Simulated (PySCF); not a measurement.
H₄HfO₃S, multiplicity 1. Atoms are numbered in the order given.

```xyz
9

Hf    -0.0075     0.2230     0.0000
O      0.9312     0.8328    -1.5727
H      1.3587     1.1638    -2.3622
O      0.9312     0.8328     1.5727
H      1.3587     1.1638     2.3622
O     -1.8673     0.7281     0.0000
H     -2.7380     1.1265     0.0000
S     -0.0443    -2.2685     0.0000
H      1.3084    -2.3673     0.0000
```
Charge 0, spin multiplicity 1.

The structure is a stationary point at B3LYP-D3(BJ)/def2-SVP. The spin state was assumed, not searched. The structure was generated by enumeration; whether it is a known compound was not checked. The def2 effective core potentials stand for the cores of Hf; spin–orbit coupling is left out. The values are those of a single conformer.

All values below come from HF/def2-TZVP run with PySCF.

ESP charges are fitted to the potential on shells at 1.4 to 2.0 van der Waals radii. Atomic charges (e):

```
atom  ESP fit  Löwdin  Mulliken
----  -------  ------  --------
Hf1      1.57    0.75         ?
O2      -0.90   -0.39     -0.85
H3       0.48    0.17         ?
O4      -0.90   -0.39     -0.85
H5       0.48    0.17         ?
O6      -0.78   -0.39     -0.85
H7       0.44    0.17         ?
S8      -0.56   -0.11     -0.59
H9       0.18    0.04         ?
```

Q: Some entries are withheld; supply them. (Estimate from the structure and the level; the computed values follow.)

A: 
- Hf1, Mulliken: 1.95
- H3, Mulliken: 0.35
- H5, Mulliken: 0.35
- H7, Mulliken: 0.35
- H9, Mulliken: 0.14
